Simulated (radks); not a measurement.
Results of a calculation; reference values are marked as such.
Task: All-electron atom: the nickel ion Ni4+ in [Ar] 3d6 (the NIST ground configuration). Code: a radial shooting solver on a logarithmic mesh with Libxc functionals. Model: Dirac Kohn-Sham, PBE, spin-unpolarised, spherical densities, point nucleus; open shells are shared between the two j in proportion to 2j + 1; speed of light set to 171.295 atomic units (1.25 times the physical value, a model run).

Spin-orbit splittings of the eigenvalues, e(l+1/2) - e(l-1/2), with zeta = 2 splitting/(2l+1) and mean radii in bohr:

| shell | occ. | splitting (eV) | zeta (eV) | <r> j=l-1/2 | <r> j=l+1/2 |
|---|---|---|---|---|---|
| 2p | 6 | 11.09 | 7.393 | 0.2144 | 0.2164 |
| 3p | 6 | 1.469 | 0.9794 | 0.7547 | 0.7603 |
| 3d | 6 | ? | ? | 0.8378 | 0.8399 |

Estimate the 3d splitting.

Result: 0.1916 eV (zeta = 0.07663 eV).
